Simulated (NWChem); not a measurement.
System: C$_{2}$H$_{3}$F$_{3}$Si; SMILES C(F)([SiH3])=C(F)F

Program: NWChem. Medium grid unless said otherwise, to which SCAN and Minnesota functionals are sensitive. The geometry was optimised at B3LYP/6-31G* (spherical d). Total energies of different functionals are on different scales.

| level | energy (Ha) | highest occupied level (eV) | orbital gap (eV) | dipole (D) |
|---|---|---|---|---|
| PBE/def2-TZVP | -666.6303 | … | 4.90 | … |
| B3LYP/def2-TZVP | -667.1806 | -7.41 | 6.71 | 1.25 |
| Hartree-Fock/def2-TZVP | -664.8467 | -10.68 | 13.82 | 1.51 |
| PW6B95/def2-TZVP | -667.8277 | -7.77 | 7.33 | 1.30 |
| BLYP/def2-TZVP | -667.1076 | -6.15 | 4.90 | 1.08 |
| r2SCAN/def2-TZVP | -666.9641 | -6.51 | 5.35 | 1.10 |

### Question
Fill in the missing entries.

### Answer

- PBE/def2-TZVP, highest occupied level (eV): -6.25
- PBE/def2-TZVP, dipole (D): 1.03
